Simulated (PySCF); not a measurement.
FH5N3Nb, SMILES [NH]=[Nb]([NH2])([NH2])[F], multiplicity 1.

Coordinates come from a B3LYP-D3(BJ)/def2-SVP optimisation. The spin state was assumed, not searched. The structure was generated by enumeration; whether it is a known compound was not checked. The def2 effective core potentials stand for the cores of Nb; spin–orbit coupling is left out. The values are those of a single conformer.

All values below come from B3LYP/def2-TZVP run with PySCF.

Symmetry labels are those of the subgroup Cs that the program uses (full group Cs).

Question: List the valence orbital energies around the gap with their symmetry. (The exact figures need the calculation; the answer reports its results.)

Answer: 
| orbital | symmetry | energy (eV) |
|---|---|---|
| HOMO−7 | A" | -11.18 |
| HOMO−6 | A' | -10.94 |
| HOMO−5 | A' | -10.72 |
| HOMO−4 | A" | -10.53 |
| HOMO−3 | A' | -8.04 |
| HOMO−2 | A" | -7.76 |
| HOMO−1 | A' | -7.55 |
| HOMO | A" | -7.14 |
| LUMO | A" | -0.90 |
| LUMO+1 | A' | -0.71 |
| LUMO+2 | A' | -0.37 |
| LUMO+3 | A' | -0.24 |
